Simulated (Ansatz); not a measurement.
Program: Ansatz. Geometries: PBE0-D4/def2-TZVP. ΔE: electronic, gas phase. CCSD(T)/CBS adds triple-zeta CCSD(T) − MP2 to the extrapolated MP2 energy (def2 sets, frozen cores). This one scheme is used for every species. DFT in def2-TZVPP. B3LYP here is the variant with VWN-RPA as its local correlation; programs differ in this. Each species was taken in one conformer, which may not be the lowest.

Consider the formal exchange of groups at the Si–C bond: `[CH3][AlH][O][SiH2]C` + SiH₄ → `[CH3][AlH][O][SiH2][SiH3]` + CH₄.

CCSD(T)/CBS gives +4.8 kJ/mol.

(1) Another level gave +9.6 kJ/mol. Which?
A. B3LYP-D4/def2-TZVPP
B. PBE/def2-TZVPP
C. ωB97M-V/def2-TZVPP
D. B3LYP/def2-TZVPP

Largest T1 diagnostic among the species: 0.012.

## Answers

(1) C. ωB97M-V 9.6, B3LYP-D4 0.5, PBE -6.9, B3LYP 5.4 kJ/mol.

In def2-TZVPP, CCSD(T) changes the Hartree–Fock value by −11.1 kJ/mol (the triples alone add −1.9 kJ/mol) and MP2 by −5.9 kJ/mol. From PBE to PBE0 (25 % exact exchange), in def2-TZVPP and without D4, ΔE moves by +4.6 kJ/mol. The D4 term adds −4.9 kJ/mol with B3LYP and −3.0 kJ/mol with PBE0; it sums over pairs of atoms, weighted by their polarisabilities, and B3LYP, whose exchange is more repulsive, gets the larger term.
